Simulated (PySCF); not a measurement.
# TDDFT excited states: C5H9FO

C5H9FO.
SMILES with atom numbers: `[CH3:1][C@@H:2]([F:3])[C@H:4]1[O:5][C@@H:6]1[CH3:7]` (hydrogens: H8, H9, H10 on C1; H11 on C2; H12 on C4; H13 on C6; H14, H15, H16 on C7)

The calculation used TDDFT PBE0/def2-SVPD, vertical, gas phase, core orbitals frozen in the response (PySCF 2.14.0, density-fitted response routines). Isolated species at its GFN2-xTB geometry (one conformer only). Torsions of this conformer, `[CH3:1][C@@H:2]([F:3])[C@H:4]1[O:5][C@@H:6]1[CH3:7]`: C1–C2–C4–O5 83°.

```json
{"state": "S1", "λ (nm)": "156.9", "E (eV)": "7.90", "f": "0.0088", "main configurations (H = HOMO, L = LUMO)": "H→L (89%)"}
{"state": "S2", "λ (nm)": "155.6", "E (eV)": "7.97", "f": "0.0065", "main configurations (H = HOMO, L = LUMO)": "H→L+1 (58%), H→L+3 (18%), H→L+2 (12%)"}
{"state": "S3", "λ (nm)": "152.1", "E (eV)": "8.15", "f": "0.0099", "main configurations (H = HOMO, L = LUMO)": "H→L+3 (68%), H→L+1 (26%)"}
{"state": "S4", "λ (nm)": "150.0", "E (eV)": "8.27", "f": "0.0044", "main configurations (H = HOMO, L = LUMO)": "H→L+2 (79%), H→L+1 (11%)"}
{"state": "S5", "λ (nm)": "148.2", "E (eV)": "8.37", "f": "0.0068", "main configurations (H = HOMO, L = LUMO)": "H-1→L (92%)"}
{"state": "S6", "λ (nm)": "146.0", "E (eV)": "8.49", "f": "0.038", "main configurations (H = HOMO, L = LUMO)": "H-1→L+1 (84%), H-1→L+2 (12%)"}
```

Triplets, Tamm–Dancoff:

```json
{"state": "T1", "E (eV)": "7.62", "λ (nm)": "162.7", "main configurations (H = HOMO, L = LUMO)": "H→L+3 (54%), H→L+1 (18%), H→L+2 (10%)"}
{"state": "T2", "E (eV)": "7.81", "λ (nm)": "158.7", "main configurations (H = HOMO, L = LUMO)": "H→L (84%)"}
```

The lowest singlet comes at 157 nm (762 kJ/mol) in the vacuum ultraviolet; it is weak; its leading configuration is HOMO→LUMO (89%). The most intense listed level is S6 at 8.49 eV (146 nm, f = 0.038), 0.59 eV above S1. It is the last of those listed, so stronger ones may follow. Löwdin shares by element: HOMO oxygen 60%, carbon 21% or more (atoms not listed hold the other 18%); LUMO carbon 44% or more (atoms not listed hold the other 56%). Orbital energies (eV): HOMO-3 -9.90, HOMO-2 -9.70, HOMO-1 -8.56, HOMO -8.09, LUMO 0.91, LUMO+1 1.13, LUMO+2 1.18. Weighted by f, the mean energy of these states is 8.31 eV. The listed states span 0.59 eV, and the widest gap between neighbours is 0.18 eV (S2 to S3). Singlets were solved by full linear response, triplets in the Tamm–Dancoff approximation.
